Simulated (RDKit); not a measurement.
RDKit input (UFF):

```python
from rdkit import Chem
from rdkit.Chem import AllChem, rdDetermineBonds

mol = Chem.MolFromXYZFile('mol.xyz')
rdDetermineBonds.DetermineBonds(mol, charge=-1)
print('SMILES', Chem.MolToSmiles(Chem.RemoveHs(mol)))
ff = AllChem.UFFGetMoleculeForceField(mol)
e0 = ff.CalcEnergy()
flag = ff.Minimize(maxIts=5000, forceTol=1e-5)
print(f'energy {e0:.4f} -> {ff.CalcEnergy():.4f} kcal/mol, converged: {flag == 0}')
print(Chem.MolToXYZBlock(mol))
```
mol.xyz:
```
5

O      1.46243500    -0.27158900     0.05994200
C      0.24139500    -0.07905500     0.00928300
C     -1.11361300    -0.60521000    -0.06015200
C     -0.85028900     0.75894900    -0.02411300
H     -1.36443800     1.72460400    -0.02964100
```

Output:

```
SMILES [O-]C1=C=C1
energy 247.4261 -> 196.1521 kcal/mol, converged: True
5

O      1.586541   -0.316206    0.064648
C      0.215440   -0.107918    0.007622
C     -1.006874   -0.537559   -0.054202
C     -0.970107    0.760048   -0.029407
H     -1.449510    1.729334   -0.033342
```

The dipole moment of an ion depends on the origin.

The geometry given is a B3LYP-D3(BJ)/def2-TZVP minimum.
